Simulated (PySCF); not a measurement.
SnFCl₃, SMILES [F][Sn]([Cl])([Cl])[Cl].

The structure is a stationary point at PBE0-D3(BJ)/def2-SVP. The def2 effective core potentials stand for the cores of Sn; spin–orbit coupling is left out.

Level of theory: PBE0-D3(BJ)/def2-SVP in PySCF.

Frequencies are harmonic and unscaled.

Modes within 1.5 cm⁻¹ of each other (mostly degenerate sets) share a row, with their intensities summed.

Problem. Estimate the vibrational spectrum. (Estimate from the structure and the level; the computed values follow.)

Solution. 
```
mode  ν (cm⁻¹)  IR (km/mol)  moving atoms (share of kinetic energy)
----  --------  -----------  --------------------------------------
1–2        100          1.8                         Cl 84 %, F 10 %
3          124          9.2                        Cl 63 %, Sn 32 %
4–5        158         48.8                F 60 %, Cl 24 %, Sn 16 %
6          372          4.7                                 Cl 93 %
7–8        416        127.5                        Cl 71 %, Sn 29 %
9          662         55.3                         F 86 %, Sn 14 %
```
